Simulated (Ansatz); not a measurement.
Total energies of SiAu₄ from Ansatz at PBE-D4/def2-TZVP, gas phase (1 Eh = 27.2114 eV = 2625.5 kJ/mol). The reference geometry is relaxed at r2SCAN-D4/def2-SVP.

```
atom   x (Å)   y (Å)   z (Å)
 Au1  -1.545  -0.539  -1.455
 Au2   1.670   1.269  -0.630
 Au3   0.165  -1.143   1.861
 Au4  -0.829   1.181   0.643
 Si5   0.540  -0.769  -0.418
```

```
                 state                       geometry  energy (Eh)
      charge 0 singlet                      reference   -832.63840
      charge 1 doublet                      reference   -832.34274
      charge 0 triplet  relaxed at r2SCAN-D4/def2-SVP   -832.59001
      charge 0 quintet  relaxed at r2SCAN-D4/def2-SVP   -832.51287
free Au atom (doublet)                              –   -135.74600
free Si atom (triplet)                              –   -289.22285
```

In the def2 sets Au takes a core potential; there is no spin–orbit coupling.

(1) Work out the vertical ionisation energy to the doublet.

(2) Which of the charge 0 states is lowest, and how far above it are the others?

(3) What is the binding energy per atom against free atoms?

(1) E(charge 1 doublet) − E(charge 0 singlet) = -832.34274 − (-832.63840) = 0.29566 Eh = 8.05 eV. For comparison, −ε of the highest occupied level is 5.78 eV at this level, 2.27 eV less.

(2) The singlet. triplet: -832.59001 − (-832.63840) = 0.04839 Eh = 127.0 kJ/mol; quintet: -832.51287 − (-832.63840) = 0.12553 Eh = 329.6 kJ/mol. The quintet differs in its bonds from the reference.

(3) Atoms: 4 × (-135.74600) + 1 × (-289.22285) = -832.20685 Eh. Binding: -832.20685 − (-832.63840) = 0.43155 Eh = 11.74 eV, or 2.35 eV for each of 5 atoms (no zero-point energy, no counterpoise term).

The structure comes from a short search, and lower isomers may exist.
